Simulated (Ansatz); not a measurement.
A single point on C₃H₆BF (`FB1CCC1`).

```yaml
crystal:
  periodic: [false, false, false]
  atoms:
    - {symbol: F, position_ang: [-0.800136, 2.176491, -0.836305]}
    - {symbol: B, position_ang: [-0.275545, 1.036443, -0.429669]}
    - {symbol: C, position_ang: [0.365851, 0.578222, 0.928702]}
    - {symbol: C, position_ang: [0.068981, -0.860207, 0.407391]}
    - {symbol: C, position_ang: [-0.236752, -0.405232, -1.051568]}
    - {symbol: H, position_ang: [1.441110, 0.777859, 0.974851]}
    - {symbol: H, position_ang: [-0.072531, 0.876040, 1.882468]}
    - {symbol: H, position_ang: [0.885453, -1.575677, 0.514298]}
    - {symbol: H, position_ang: [-0.817885, -1.279013, 0.885215]}
    - {symbol: H, position_ang: [0.622977, -0.556957, -1.711793]}
    - {symbol: H, position_ang: [-1.116022, -0.824869, -1.542890]}
basis:
  gaussian: {orbitals: def2-QZVPP}
correlation: {method: mp2}
```

```sh
$ ansatz run in.yaml --threads 4 --pin off --events-out ev --progress --plain --max-ram 10444MiB
```

Shortened log:

```
Functional definition: HF
2780 factors; integrals over basis functions are off by at most 7.7e-4 eV
mean field evaluation 1: about -6563.4644 eV, gradient 4.2e1 eV
mean field evaluation 2: about -6563.5656 eV, gradient 4.2e1 eV
mean field evaluation 4: about -6567.7637 eV, gradient 3.7e0 eV
mean field evaluation 8: about -6567.8200 eV, gradient 2.3e-1 eV
mean field -6567.82021360 eV, -241.3629410213 hartree, gradient 8.0e-6 eV, S^2 0.000000; 0 other end points of the search recorded, 0 dependent functions left out
5 core orbitals not correlated: weight in the atoms' cores, before any rotation towards them, 1.000 or more for the frozen orbitals, at most 0.000 for the correlated occupied ones
reference -6567.82021360 eV, -241.3629410213 hartree; 14, 14 occupied and 446, 446 virtual orbitals, 2780 factors
second order -24.86805060 eV of doubles, -0.00000000 eV of singles
Total energy: -6592.68826420 eV, -242.2768250247 hartree
```

Hardware: 4 threads of an Arm Neoverse V2 on a shared host. Wall time 13 s, peak host memory 3 GiB.
